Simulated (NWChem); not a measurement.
System: 1,1,1-trifluoroethane (C2H3F3); SMILES FC(F)(C)F

The following NWChem deck was run.

```
start job
memory heap 200 mb stack 700 mb global 900 mb
geometry units angstroms noautosym nocenter noautoz
  C      0.000000     0.000000    -1.471583
  C      0.000000     0.000000     0.027243
  F     -0.878538    -0.880631     0.519235
  F     -0.323380     1.201152     0.519235
  F      1.201918    -0.320520     0.519235
  H      0.269672    -0.998615    -1.837810
  H      0.729990     0.732850    -1.837810
  H     -0.999662     0.265765    -1.837810
end
basis spherical
  * library 6-31g*
end
dft
  xc pbe0
  iterations 150
end
tddft
  cis
  nroots 6
  notriplet
end
task tddft energy
```

Geometry: optimised at PBE0/def2-SVP.

Vertical excitations in the gas phase.

**Question.** Give the results of this calculation. (PBE0/6-31G* (spherical d), TDA.) Quantities: basis functions; lowest excitation, singlet (eV); oscillator strength of that lowest state; lowest state with f > 0.02, singlet (eV); oscillator strength of that bright state; orbital gap (eV).

**Answer.** 
| Item | Result |
|---|---|
| number of basis functions | 76 |
| lowest excitation, singlet (eV) | 12.36 |
| oscillator strength of that lowest state | 0.022 |
| lowest state with f > 0.02, singlet (eV) | 12.36 |
| oscillator strength of that bright state | 0.022 |
| orbital gap (eV) | 13.75 |
